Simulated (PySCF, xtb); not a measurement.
trifluoroacetic acid (C2HF3O2), SMILES O=C(O)C(F)(F)F.

GFN2-xTB (xtb) at its own geometry gives an orbital gap of 4.79 eV and a dipole moment of 3.52 D.

Coordinates come from a B3LYP-D3(BJ)/def2-SVP optimisation. Other conformers were not sampled.

Problem. What does ωB97X/def2-TZVP in PySCF give? (The exact figures need the calculation; the answer reports its results.)

Solution. gap 12.97 eV (levels -11.73 and 1.24 eV), dipole 2.23 D.
